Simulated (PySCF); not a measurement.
CF$_{4}$ (SMILES FC(F)(F)F), singlet, at a GFN2-xTB geometry. Base run: CAMB3LYP/STO-3G (PySCF).

The PySCF input:
```python
from pyscf import gto, scf, dft

mol = gto.M(
    atom='''
C     0.00000000    0.00000000   -0.00000000
F     0.76156680    0.76669051    0.74768414
F    -0.74940203   -0.75691441    0.76961488
F    -0.76791520    0.75064431   -0.75740957
F     0.75575043   -0.76042041   -0.75988945
''',
    basis='sto-3g',
    verbose=4,
)

mf = dft.RKS(mol)
mf.xc = 'camb3lyp'
mf.kernel()
```

The base run was repeated with changes; each row names its change, and settings that it needs were set with it.

| change | ΔE vs base (µEh) | fitting functions |
|---|---|---|
| base | 0.0 | - |
| auxbasis = cc-pvtz-ri | -1342 | 405 |
| auxbasis = def2-tzvp-ri | -1299 | 380 |
| auxbasis = cc-pvdz-jkfit | -505 | 350 |
| auxbasis = autoaux | 153 | 330 |
| auxbasis = cc-pvtz-jkfit | -518 | 395 |
| auxbasis = even-tempered beta=3.0 | -7133 | 165 |
| only_dfj = on; auxbasis = def2-universal-jfit | -3420 | 245 |
| auxbasis = even-tempered beta=2.0 | 37.8 | 250 |
| auxbasis = default (with mf = mf.density_fit()) | -1731 | 383 |

A fitting set is made for a task (jfit for Coulomb, jkfit for Coulomb and exchange, ri for correlation) and for a family of orbital bases.
